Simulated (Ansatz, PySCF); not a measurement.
Gas-phase reaction in SMILES: COC(C)C -> CO[C](C)C + H atom (the C-H bond at the site shown breaks; other sites are not compared here)
Structures are relaxed separately at B3LYP-D3(BJ)/def2-TZVP in Ansatz (a program for electronic structure), one conformer each, not searched for the lowest. Frequencies are from Ansatz or PySCF.

Wanted: bond dissociation energy (enthalpy at 298 K, with B3LYP-D3(BJ) rigid-rotor harmonic-oscillator terms), in kcal/mol. Cores are frozen in the correlated levels unless marked. Open shells are spin-unrestricted. Spin-orbit coupling is left out. Non-relativistic. CBS marks a two-point X^-3 extrapolation of the correlation energy; Hartree-Fock from the larger set.

```
level                                program  bond dissociation energy (kcal/mol)
----------------------------  --------------  -----------------------------------
B3LYP/def2-TZVPD                      Ansatz                                 90.3
PBE0/def2-TZVP                        Ansatz                                  [?]
LC-wPBE-D3(BJ)/def2-TZVPD     Ansatz + dftd3                                  [?]
CCSD(T)/CBS(cc-pVTZ,cc-pVQZ)          Ansatz                                 95.4
```

### Question
Complete the blanks.

### Answer

- PBE0/def2-TZVP, bond dissociation energy (kcal/mol): 88.9
- LC-wPBE-D3(BJ)/def2-TZVPD, bond dissociation energy (kcal/mol): 89.5
